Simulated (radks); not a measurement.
Q: Species: neutral chromium. Configuration: [Ar] 3d5.25 4s0.75 (fractional occupations, a model configuration). All-electron calculation, Dirac Kohn-Sham, LDA (Slater exchange, Perdew-Wang correlation), spin-unpolarised, spherical densities, finite nucleus; open shells are shared between the two j in proportion to 2j + 1; Fermi nuclear charge, rms radius 3.6452 fm. Program: a radial shooting solver on a logarithmic mesh with Libxc functionals. Some entries of the table are withheld. Estimate them.

orbital,occ.,eigenvalue (eV),<r> (bohr)
1s1/2,2,-5864.871,0.06367
2s1/2,2,-664.5023,0.2937
2p1/2,2,-565.1167,0.2582
2p3/2,4,-556.4898,0.2611
3s1/2,2,(1),0.9044
3p1/2,2,(2),(3)
3p3/2,4,(4),(5)
4s1/2,0.75,-4.0294,3.441
3d3/2,2.1,(6),(7)
3d5/2,3.15,(8),(9)

A: 
(1) 3s1/2 eigenvalue (eV): -72.8221
(2) 3p1/2 eigenvalue (eV): -45.3256
(3) 3p1/2 <r> (bohr): 0.9625
(4) 3p3/2 eigenvalue (eV): -44.3022
(5) 3p3/2 <r> (bohr): 0.9720
(6) 3d3/2 eigenvalue (eV): -2.6343
(7) 3d3/2 <r> (bohr): 1.562
(8) 3d5/2 eigenvalue (eV): -2.5591
(9) 3d5/2 <r> (bohr): 1.575
